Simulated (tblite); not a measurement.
Species: C7H12OSi.
Cartesian coordinates in Å at the GFN2-xTB level; atoms count from 1:
```xyz
21
C7H12OSi angstrom
C     -3.087   -0.320    0.425
C     -1.598   -0.045    0.450
C     -1.135    1.003   -0.570
Si    -0.247   -0.474   -1.379
C      1.660   -0.445   -1.474
C      2.239    0.087   -0.244
C      2.598    1.070    0.530
C      2.771   -0.309    1.103
O     -0.869   -1.195   -0.029
H     -3.321   -1.180    1.046
H     -3.629    0.547    0.795
H     -3.399   -0.531   -0.595
H     -1.263    0.156    1.470
H     -0.508    1.773   -0.133
H     -1.951    1.472   -1.108
H     -0.833   -0.998   -2.615
H      2.018   -1.459   -1.648
H      1.955    0.167   -2.326
H      2.736    2.105    0.720
H      2.090   -0.664    1.870
H      3.765   -0.741    1.179
```

Computed with GFN2-xTB (tblite): harmonic, unscaled wavenumbers at the GFN2-xTB geometry, gas phase. Errors from tens to a few hundred cm⁻¹ against measured bands are possible. Modes of hydrogen on silicon can be 10 to 20 % off. One conformer, not necessarily the lowest.

Harmonic wavenumbers (cm⁻¹): 32.0, 43.2, 55.5, 100.2, 130.9, 210.0, 216.0, 317.6, 352.9, 401.8, 422.4, 530.6, 572.2, 642.0, 647.6, 718.3, 724.2, 756.1, 782.2, 793.7, 871.6, 903.9, 929.2, 946.2, 979.8, 997.6, 1029.2, 1057.7, 1067.6, 1083.0, 1113.3, 1120.9, 1166.4, 1176.1, 1192.4, 1234.6, 1257.7, 1314.9, 1396.0, 1447.5, 1458.3, 1476.9, 1494.0, 1499.0, 1880.5, 2255.3, 2935.0, 2979.1, 2982.0, 2993.4, 3006.8, 3032.7, 3034.5, 3037.5, 3040.5, 3042.3, 3234.5.

A = 2638, B = 864.8, C = 783.8 MHz; mass 140.066 u (most abundant isotopes); point group C1, symmetry number 1.

**Question.** Zero-point energy?

**Answer.** Half the sum of the wavenumbers: 37059 cm⁻¹ = 105.96 kcal/mol.

**Question.** Give the ideal-gas entropy at 298.15 K and 1 bar in the rigid-rotor, harmonic-oscillator model (classical rotation).

**Answer.** Translation 40.75, rotation 29.58, vibration 34.70: S = 105.0 cal/(mol K).

**Question.** And Cp and H(298.15 K) − H(0)?

**Answer.** Cp = 41.50 cal/(mol K), of which vibrations give 33.56 (their classical limit is 57 R = 113.3); H(298.15 K) − H(0) = 7.44 kcal/mol without the zero-point energy, 5.07 from vibrations.

**Question.** What must be added to the electronic energy to get the Gibbs energy at 298.15 K and 1 bar?

**Answer.** ZPE + [H(298.15 K) − H(0)] − T·S = 105.96 + 7.44 − 31.31 = 82.09 kcal/mol.

**Question.** Which modes carry the vibrational entropy at 298.15 K?

**Answer.** 32.0 cm⁻¹: 5.70; 43.2 cm⁻¹: 5.11; 55.5 cm⁻¹: 4.61; 100.2 cm⁻¹: 3.45; 130.9 cm⁻¹: 2.93; 210.0 cm⁻¹: 2.04 cal/(mol K); the other 51 give 10.85 together.

**Question.** Blend soft modes into free rotors: weight 1/[1 + (100 cm⁻¹/ν̃)⁴] for the oscillator and the rest for a rotor with moment μB/(μ + B), μ = h/(8π²ν), B = 10⁻⁴⁴ kg m². What vibrational entropy results?

**Answer.** 30.20 cal/(mol K) in place of 34.70, which changes −T·S at 298.15 K by +1.34 kcal/mol.

**Question.** How do the functions run with temperature in this model?

**Answer.** 
| T (K) | S (cal/(mol K)) | Cp (cal/(mol K)) | H − H(0) (kcal/mol) | G − H(0) (kcal/mol) | ln q(vib) |
| --- | --- | --- | --- | --- | --- |
| 150 | 83.1 | 24.7 | 2.58 | -9.89 | 4.53 |
| 250 | 98.2 | 35.7 | 5.59 | -18.98 | 7.51 |
| 400 | 118.9 | 53.2 | 12.28 | -35.28 | 11.82 |
| 600 | 144.0 | 70.8 | 24.79 | -61.62 | 17.49 |
| 900 | 176.1 | 87.3 | 48.72 | -109.80 | 25.59 |

q(vib) and H(0) count from the zero-point level.

Hindered rotation and anharmonicity are outside this model. Other conformers, if any are populated, would add a mixing term that is left out. The structure is chiral; the term R ln 2 for an equal mix with its mirror image is left out.
